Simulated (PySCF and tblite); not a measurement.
Results of a calculation; reference values are marked as such.
C₇H₁₁N, numbered as in [N:1]#[C:2][CH:3]1[CH2:4][CH2:5][CH2:6][CH2:7][CH2:8]1.

Conformers came from 90 starts (ETKDG and KDG, MMFF94s, GFN2-xTB); geometries are PBE0-D3(BJ)/def2-SVP. Free energies are PBE0-D3(BJ)/def2-TZVP single points with GFN2-xTB rigid-rotor and vibrational terms (modes under about 100 cm⁻¹ blended into free rotors). Symmetry numbers and mirror images are counted. Conformers within 4 kcal/mol (GFN2-xTB free energy) were kept, 5 at most. Of two unlike H on one atom, a is the less shielded (PBE0/pcSseg-1). Codes: tblite and PySCF.

An NOE distance is ⟨r⁻⁶⟩^(−1/6) over all pairs of like atoms and, for the average, over conformers.

The 6-ring runs over atoms 3–4–5–6–7–8.

| conformer | shape | weight % |
| --- | --- | --- |
| 1 | 6-ring chair (all substituents equatorial) | 52.9 |
| 2 | 6-ring chair (C2 axial) | 47.1 |

Task: Which H–H contacts under 3.5 Å would NOEs report (pairs on one atom left out) at 298.15 K?

Result: 
```tsv
pair	in 1 (Å)	in 2 (Å)	average (Å)
H3 ··· H4a/H8a	2.48	2.43	2.46
H5a/H7a ··· H6a	2.48	2.48	2.48
H5b/H7b ··· H6b	2.48	2.48	2.48
H5a/H7a ··· H6b	2.51	3.07	2.69
H3 ··· H4b/H8b	3.06	2.51	2.71
H5b/H7b ··· H6a	3.07	2.51	2.71
H4b/H8b ··· H5a/H7a	2.77	2.77	2.77
H4a/H8a ··· H5b/H7b	2.77	2.77	2.77
H3 ··· H5b/H7b	2.59	4.31	2.86
H4b/H8b ··· H6a	2.64	4.32	2.91
H4a/H8a ··· H6b	4.32	2.63	2.96
H4a/H8a ··· H5a/H7a	2.81	3.35	2.98
H4b/H8b ··· H5b/H7b	3.35	2.81	3.01
```

Longer pairs under the limit may be missing.

Task: In a model where alignment follows shape alone (order matrix 0.002 × (3G/tr G − 1)/2, G the second moments of the atom positions; splitting J + 2D), what are the one-bond C–H dipolar couplings D?

Result: H3 7.3 Hz (14.0 in conformer 1), H4b/H8b 5.8 Hz (13.8 in conformer 1), H4a/H8a 2.7 Hz (-1.5 in conformer 1), H5a/H7a 2.7 Hz (-1.4 in conformer 1), H5b/H7b 5.9 Hz (13.8 in conformer 1), H6b -2.8 Hz (-11.1 in conformer 1), H6a 7.1 Hz (14.1 in conformer 1).
